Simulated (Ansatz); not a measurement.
C2H9OPSi, SMILES `CC[SiH2]PO` at its PBE0-D4/def2-TZVP geometry, where that method's forces vanish. Total charge 0; spin multiplicity 1.

```xyz
14

C    -0.2386    0.1379    1.7180
C    -0.8486    0.7684    0.4716
Si    0.3390    0.9295   -0.9738
P     1.2180   -1.0556   -1.6096
O    -0.1465   -1.9965   -1.3896
H    -0.9570    0.1088    2.5411
H     0.0802   -0.8887    1.5240
H     0.6361    0.6948    2.0649
H    -1.7040    0.1793    0.1254
H    -1.2346    1.7704    0.6909
H    -0.3554    1.5308   -2.1461
H     1.5129    1.7846   -0.6301
H     1.8495   -1.2618   -0.3457
H    -0.1509   -2.7018   -2.0408
```

What forces (eV/Å) does r2SCAN-D4/def2-TZVPP give on these atoms in the Gaussian-basis code of Ansatz? (Best estimate.)

Computed: 
```
C1   0.053 -0.063  0.132
C2  -0.067  0.057 -0.105
Si3  0.035  0.043 -0.031
P4   0.187  0.075 -0.070
O5  -0.189 -0.092  0.057
H6   0.012 -0.002 -0.006
H7  -0.003  0.018  0.003
H8  -0.012 -0.012 -0.006
H9  -0.007  0.009  0.011
H10 -0.013 -0.008  0.004
H11  0.006 -0.005  0.018
H12 -0.019 -0.008 -0.003
H13  0.016  0.013  0.025
H14  0.001 -0.025 -0.028
```
